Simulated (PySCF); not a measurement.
Start geometry of `P[SiH2][AsH2]` from GFN2-xTB (Å):
```
atom  x, y, z in Å
P1    -1.8145    0.3623   -0.6885
Si2   -0.0103   -0.6486    0.1011
As3    1.8592    0.3890   -0.8150
H4    -2.6756   -0.1948    0.1963
H5    -1.6944    1.5081    0.0847
H6    -0.0485   -0.7177    1.5726
H7    -0.1086   -2.0314   -0.3811
H8     2.7943   -0.2645    0.1939
H9     1.7562    1.5804    0.1295
```

What comes out of this run: PBE0-D3(BJ)/def2-SVP geometry optimisation, gas phase in PySCF?

```
atom  x, y, z in Å
P1    -1.761    0.549   -0.609
Si2    0.057   -0.486    0.264
As3    1.956    0.566   -0.692
H4    -2.674   -0.042    0.317
H5    -1.581    1.724    0.185
H6     0.083   -0.487    1.760
H7     0.036   -1.903   -0.211
H8     2.897   -0.086    0.317
H9     1.776    1.800    0.189
```

The energy falls by 3.8 kcal/mol over 5 energy and gradient evaluations, the largest force component goes from 0.0389 to 3.9e-04 Eh/bohr, and the atoms move by 0.057 Å rms after alignment. The bond that changes most is P1–H4 (three-coordinate phosphorus to P–H hydrogen), which lengthens by 0.074 Å. Bonds longer at the end by more than 0.005 Å: 6 of 8; shorter: 0. Among the angles that change most is H8–As3–H9, from 88.1° to 92.1°. Rotational constants go from 9511, 1468, 1317 to 8883, 1436, 1281 MHz. The orientation of the end geometry is arbitrary; only internal coordinates are fixed.

The run used 98 basis functions and 30 SCF cycles in all. On one thread, Arm Neoverse N1 (aarch64) (shared host), this took 30 s and 0.40 GiB of memory at its peak.

Not checked by PBE0-D3(BJ)/def2-SVP frequencies. One conformer, not necessarily the lowest.
